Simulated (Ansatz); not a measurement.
SbTe₄. Charge 0, multiplicity 2. Geometry PBE-D4/def2-SVP; atoms count from 1.

```tsv
atom	x (Å)	y (Å)	z (Å)
Sb1	-0.038	-2.318	0.379
Te2	1.353	-0.325	1.740
Te3	1.385	1.738	-0.113
Te4	-1.337	1.723	-0.448
Te5	-1.363	-0.818	-1.558
```

In the def2 sets Sb, Te take a core potential; there is no spin–orbit coupling. The structure comes from a short search, and lower isomers may exist.

Estimate the Mulliken populations from the PBE0/def2-TZVP orbitals of Ansatz.


```csv
atom,charge (e),spin (α − β)
Sb1,0.16,0.87
Te2,-0.08,0.03
Te3,0.00,0.03
Te4,0.00,0.04
Te5,-0.08,0.03
```
Mulliken values and Mayer orders depend strongly on the basis.

Where does the spin sit?

Summed by element: Sb 0.87, Te 0.13, of 1 unpaired in all. Largest on single atoms: Sb1 0.87, Te4 0.04, Te3 0.03.

And the Mayer bond orders between bonded heavy atoms (over 0.3)?

Sb1–Te2 1.15 (2.79 Å); Sb1–Te5 1.15 (2.78 Å); Te2–Te3 1.09 (2.77 Å); Te3–Te4 1.15 (2.74 Å); Te4–Te5 1.08 (2.77 Å).
